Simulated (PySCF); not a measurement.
Ge(H)(OH)(OMe)2, SMILES [OH][GeH]([O]C)[O]C, singlet (B3LYP/def2-SVP optimised geometry):

```
14

Ge    -1.102    -0.564     0.000
O     -1.534     1.166     0.000
O     -1.610    -1.376     1.485
C     -1.074    -1.021     2.748
O      0.667    -0.564     0.000
C      1.441     0.293    -0.816
H     -1.747    -1.344    -1.153
H     -2.488     1.323     0.006
H     -1.348     0.011     3.038
H      0.027    -1.102     2.766
H     -1.488    -1.711     3.500
H      2.488     0.238    -0.475
H      1.418    -0.015    -1.880
H      1.110     1.344    -0.754
```

Level of theory: B3LYP/def2-TZVP (PySCF).

**Question.** What are the frontier orbital energies and the dipole moment?

**Answer.** HOMO-2 -8.33 eV, HOMO-1 -7.84 eV, HOMO -7.76 eV, LUMO 0.04 eV, LUMO+1 0.78 eV; dipole moment 1.17 D.

On the same geometry PySCF 2.14.0 with PBE/def2-TZVP gives HOMO-2 -7.00 eV, HOMO-1 -6.49 eV, HOMO -6.39 eV, LUMO -0.58 eV, LUMO+1 0.13 eV; dipole moment 1.11 D.

Meta-Löwdin charges at B3LYP/def2-TZVP: Ge1 1.27, O2 -0.75, O3 -0.60, C4 -0.11, O5 -0.60, C6 -0.10, H7 -0.09, H8 0.34, H9 0.10, H10 0.10, H11 0.12, H12 0.12, H13 0.09, H14 0.11.
